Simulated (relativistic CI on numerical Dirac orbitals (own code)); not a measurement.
**Tb³⁺ (4f8) in a crystal field**

Calculated by Dirac-Coulomb-Breit CI, orbitals from a KLI potential per configuration, model QED (radiative potential, 1s self-energy scaled to tabulated hydrogen-like ionisation energies), valence Slater integrals scaled by 0.7, one configuration in a parametric crystal field (own radial code).

Field parameters in Wybourne normalisation; cubic f-shell fields have B⁴₄ = √(5/14) B⁴₀ and B⁶₄ = −√(7/2) B⁶₀. The field is a parameter set, without covalency.

S and J are read from ⟨S²⟩ = S(S + 1) and ⟨J²⟩ = J(J + 1) of each level; they are not fictitious spins.

D3d, B20 = -1110, B40 = 590, B43 = -30, B60 = 530, B63 = -100, B66 = 630 cm⁻¹, the lowest 10 levels:

```json
{"E (cm⁻¹)": "0.0", "Degeneracy": "1", "Irrep": "A1", "S": "2.94", "J": "6.00"}
{"E (cm⁻¹)": "0.6", "Degeneracy": "2", "Irrep": "E", "S": "2.94", "J": "6.00"}
{"E (cm⁻¹)": "9.2", "Degeneracy": "2", "Irrep": "E", "S": "2.94", "J": "6.00"}
{"E (cm⁻¹)": "34.2", "Degeneracy": "1", "Irrep": "A2", "S": "2.94", "J": "6.00"}
{"E (cm⁻¹)": "57.9", "Degeneracy": "1", "Irrep": "A1", "S": "2.94", "J": "5.99"}
{"E (cm⁻¹)": "136", "Degeneracy": "2", "Irrep": "E", "S": "2.94", "J": "5.99"}
{"E (cm⁻¹)": "311", "Degeneracy": "2", "Irrep": "E", "S": "2.94", "J": "5.99"}
{"E (cm⁻¹)": "584", "Degeneracy": "1", "Irrep": "A2", "S": "2.94", "J": "5.99"}
{"E (cm⁻¹)": "584", "Degeneracy": "1", "Irrep": "A1", "S": "2.94", "J": "5.99"}
{"E (cm⁻¹)": "2095", "Degeneracy": "1", "Irrep": "A2", "S": "2.96", "J": "4.99"}
```

Oh, B40 = 520, B60 = 670 cm⁻¹, the lowest 10 levels:

| E (cm⁻¹) | Degeneracy | Irrep | S | J |
| --- | --- | --- | --- | --- |
| 0.0 | 1 | A1 | 2.94 | 5.99 |
| 14.8 | 3 | T1 | 2.94 | 5.99 |
| 26.6 | 3 | T2 | 2.94 | 5.99 |
| 32.9 | 1 | A2 | 2.94 | 5.99 |
| 119 | 3 | T2 | 2.94 | 5.99 |
| 121 | 2 | E | 2.94 | 5.99 |
| 1994 | 3 | T1 | 2.96 | 4.98 |
| 2149 | 2 | E | 2.96 | 4.98 |
| 2212 | 3 | T1 | 2.96 | 4.96 |
| 2319 | 3 | T2 | 2.96 | 5.00 |

The next free-ion level lies 2118 cm⁻¹ above the lowest; the field splits the ground level into components whose J stays near 6 as long as their spread is small against that gap.

Levels of this model without a field, named by their leading LS term (the scale mimics covalency, so terms lie below those of the real free ion): ⁷F6 0, ⁷F5 2118, ⁷F4 3252, ⁷F3 4231, ⁷F2 4896, ⁷F1 5352, ⁷F0 5571, ⁵D4 15395 cm⁻¹.
